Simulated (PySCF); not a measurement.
Isomers of CH12N2Si4, one GFN2-xTB conformer each. Single-point energies are computed at PBE0/pcSseg-1 (PySCF, gas phase, no added dispersion term), electronic only.

| SMILES | GFN2-xTB relative energy (kcal/mol) |
| --- | --- |
| N[Si@@H]1C[Si@@](N)([SiH3])[SiH2]1 | 94.4 |
| N[Si@@H]1C[Si@](N)([SiH3])[SiH2]1 | 94.5 |
| C[Si@@H]1N[SiH2][SiH2]N1[SiH3] | 0.0 |

Conformers: `[NH2:1][Si@@H:2]1[CH2:3][Si@@:4]([NH2:5])([SiH3:6])[SiH2:7]1` with H–N1–Si2–C3 -58° and 167°, C3–Si4–N5–H 78° and -58°, N1–Si2–C3–Si4 -101°, Si2–C3–Si4–N5 100°, C3–Si4–Si7–Si2 7°, N1–Si2–Si7–Si4 100°; `[NH2:1][Si@@H:2]1[CH2:3][Si@:4]([NH2:5])([SiH3:6])[SiH2:7]1` with H–N1–Si2–C3 -179° and 46°, C3–Si4–N5–H 60° and -78°.

**Question.** What does PBE0/pcSseg-1 give for the same structures?

**Answer.** 
| SMILES | PBE0/pcSseg-1 E (Eh) | PBE0/pcSseg-1 (kcal/mol) | GFN2-xTB (kcal/mol) | point group |
| --- | --- | --- | --- | --- |
| C[Si@@H]1N[SiH2][SiH2]N1[SiH3] | -1312.19328 | 0.0 | 0.0 | C1 |
| N[Si@@H]1C[Si@@](N)([SiH3])[SiH2]1 | -1312.11896 | 46.6 | 94.4 | C1 |
| N[Si@@H]1C[Si@](N)([SiH3])[SiH2]1 | -1312.11727 | 47.7 | 94.5 | C1 |

Both levels put the same isomer lowest; measured from each level's own lowest isomer, the values differ by up to 47.8 kcal/mol (N[Si@@H]1C[Si@@](N)([SiH3])[SiH2]1: 94.4 against 46.6). As drawn, the highest has a four-membered ring, which the lowest lacks. Neighbours under 2.5 kcal/mol apart (N[Si@@H]1C[Si@@](N)([SiH3])[SiH2]1 and N[Si@@H]1C[Si@](N)([SiH3])[SiH2]1) can change places with a better method, another conformer or zero-point energy. N[Si@@H]1C[Si@@](N)([SiH3])[SiH2]1 and N[Si@@H]1C[Si@](N)([SiH3])[SiH2]1 are stereoisomers, 1.1 kcal/mol apart in the conformers taken.

**Question.** Which frontier levels, dipoles and rotational constants go with these structures?

**Answer.** 
```
                            SMILES  HOMO (eV, PBE0/pcSseg-1)  LUMO (eV)  dipole (D)       A, B, C (MHz)
    C[Si@@H]1N[SiH2][SiH2]N1[SiH3]                     -7.19      -0.41        1.01   1631, 1086, 706.8
N[Si@@H]1C[Si@@](N)([SiH3])[SiH2]1                     -6.84      -0.92        2.54  2018, 684.5, 669.2
 N[Si@@H]1C[Si@](N)([SiH3])[SiH2]1                     -6.57      -1.15        0.71  1701, 742.6, 660.4
```
